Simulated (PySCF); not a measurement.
**Polarisability and C₆ of Nb²⁺ (niobium, charge +2)**

[Kr] 4d3, high-spin 4F determinant. All numbers are calculated (PySCF 2.14, the spin-free X2C one-electron Hamiltonian (Gaussian nucleus), in aug-cc-pwCVTZ-DK (11s10p8d4f3g, 136 functions)). Coupled (time-dependent) response in atomic units; α is the mean over directions.

```
method  mean α (bohr³)  C₆ (like pair)  S(−4)
  PBE0           11.09           57.80  60.66
```

S(−4) is the Cauchy moment in α(ω) = α(0) + S(−4) ω² + …

Spin-orbit coupling is absent.

α(iu) at PBE0:

```json
{"u (hartree)": "0", "α(iu) (bohr³)": "11.09"}
{"u (hartree)": "0.0500", "α(iu) (bohr³)": "10.94"}
{"u (hartree)": "0.100", "α(iu) (bohr³)": "10.54"}
{"u (hartree)": "0.200", "α(iu) (bohr³)": "9.341"}
{"u (hartree)": "0.300", "α(iu) (bohr³)": "8.119"}
{"u (hartree)": "0.500", "α(iu) (bohr³)": "6.238"}
{"u (hartree)": "0.750", "α(iu) (bohr³)": "4.701"}
{"u (hartree)": "1.00", "α(iu) (bohr³)": "3.670"}
{"u (hartree)": "1.50", "α(iu) (bohr³)": "2.392"}
{"u (hartree)": "2.00", "α(iu) (bohr³)": "1.662"}
{"u (hartree)": "3.00", "α(iu) (bohr³)": "0.9222"}
{"u (hartree)": "5.00", "α(iu) (bohr³)": "0.4056"}
```

A single London oscillator, α(iu) = α/(1 + u²/ω²), gives C₆ = (3/4) ω α². Matching the computed C₆ needs ω = 4 × 57.80 / (3 × 11.09²) = 0.627 hartree.

For an ion, C₆ is the dispersion term alone; charge-induced terms of lower order in 1/R come first.
